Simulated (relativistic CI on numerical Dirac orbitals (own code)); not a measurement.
**Cs²⁸⁺: sensitivity of the levels to the model**

Base calculation: Dirac-Coulomb-Breit CI, orbitals from a KLI potential per configuration, a model potential for QED, unscaled Slater integrals.

Configuration list (outside the closed core [Ne]): 3s²3p⁶3d⁹, 3s²3p⁵3d¹⁰, 3s3p⁶3d¹⁰, 3s²3p⁶3d⁸4s, 3s²3p⁶3d⁸4p, 3s²3p⁶3d⁸4d, 3s²3p⁴3d¹⁰4s, 3s²3p⁶3d⁸4f, 3s²3p⁵3d⁹4s, 3s²3p⁴3d¹⁰4p, 3s²3p⁶3d⁷4s², 3s²3p⁵3d⁹4p, 3s²3p⁴3d¹⁰4d, 3s3p⁵3d¹⁰4s, 3s²3p⁶3d⁷4s4p, 3s3p⁵3d¹⁰4p. Levels of other configurations are missing.

Variants: (1) valence Slater integrals scaled by 0.9; (2) non-relativistic limit. Shifts of the energy above 3s²3p⁶3d⁹ ²D5/2, in eV, for the lowest level and the first level of each name with at least 55 % of one term (blank where a level changes its place among those of its configuration and J or its character, or is not in the variant):

| Level | Base | Δ(1) | Δ(2) |
| --- | --- | --- | --- |
| 3s²3p⁶3d⁹ ²D5/2 | 0.000 | 0.000 | 0.000 |
| 3s²3p⁶3d⁹ ²D3/2 | 14.903 | -0.007 | -14.903 |
| 3s²3p⁵3d¹⁰ ²P°3/2 | 265.391 | +0.175 | -20.004 |
| 3s²3p⁵3d¹⁰ ²P°1/2 | 336.630 | +0.197 | -91.243 |
| 3s3p⁶3d¹⁰ ²S1/2 | 484.661 | +0.031 | -102.616 |
| 3s²3p⁶3d⁸4s ⁴F9/2 | 658.144 | +0.697 | +39.824 |
| 3s²3p⁶3d⁸4s ²F7/2 | 660.176 | +0.492 |  |
| 3s²3p⁶3d⁸4s ⁴F7/2 | 672.843 | +0.667 |  |
| 3s²3p⁶3d⁸4s ⁴F5/2 | 673.145 | +0.659 |  |
| 3s²3p⁶3d⁸4s ⁴P1/2 | 675.628 | -0.671 | +31.263 |
| 3s²3p⁶3d⁸4s ⁴P3/2 | 682.047 | -0.156 | +24.844 |
| 3s²3p⁶3d⁸4s ²P1/2 | 683.546 | -0.352 | +26.337 |
| 3s²3p⁶3d⁸4s ²G9/2 | 683.744 | -0.490 | +27.680 |
| 3s²3p⁶3d⁸4s ²G7/2 | 683.930 | -0.489 | +27.494 |

At this charge energies of transitions that change n are usually good to better than 1 %, and those within a shell (Δn = 0) to a few per cent.

Ionisation energy from the two ground configurations alone: base 1671.69 eV; valence Slater integrals scaled by 0.9 1672.21 eV. The NIST ASD value (theoretical) is 1672 eV.

LS names give the leading component of a level, which can be under half, so a name can repeat, a term be missing and a line seem to break the LS rules.
